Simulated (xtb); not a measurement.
C5H3Br, SMILES C#CC(Br)=C=C. All values are semi-empirical tight-binding results from xtb (GFN2-xTB unless named), good for trends rather than for accurate numbers. Geometry: GFN2-xTB. The structure was generated by enumeration, and PubChem lists no compound with its InChIKey, so it may never have been made.

Optimised geometry:

Bond lengths (Å): C1–C2 1.201, C1–H7 1.049, C2–C3 1.404, C3–Br4 1.954, C3–C5 1.302, C5–C6 1.292, C6–H8 1.079, C6–H9 1.079. Angles (°): C2–C1–H7 178.2, C1–C2–C3 176.7, C2–C3–Br4 114.9, C2–C3–C5 126.1, Br4–C3–C5 119.0, C3–C5–C6 178.1, C5–C6–H8 121.7, C5–C6–H9 121.7, H8–C6–H9 116.5.
Charge 0, spin multiplicity 1.

Computed properties:
```yaml
point_group_as_xtb_finds_it: Cs
orbital_gap: 3.58 eV
zero_point_energy: 33.7 kcal/mol
G − E(el) at 298.15 K (modified RRHO): 13.5 kcal/mol
static polarisability (D4 model): 73.4 bohr³
solvation energy, GFN2-xTB/ALPB(water): -3.2 kcal/mol
solvation energy, GFN2-xTB/ALPB(dmso): -8.9 kcal/mol
```

Give the atomic charges and the Wiberg bond orders between heavy atoms. (The exact figures need the calculation; the answer reports its results.)

charges (e) C1 -0.08, C2 -0.01, C3 0.10, Br4 -0.17, C5 0.00, C6 -0.08, H7 0.09, H8 0.08, H9 0.08. Bond orders C1–C2 2.80, C2–C3 1.12, C3–Br4 0.90, C3–C5 1.80, C5–C6 1.99.
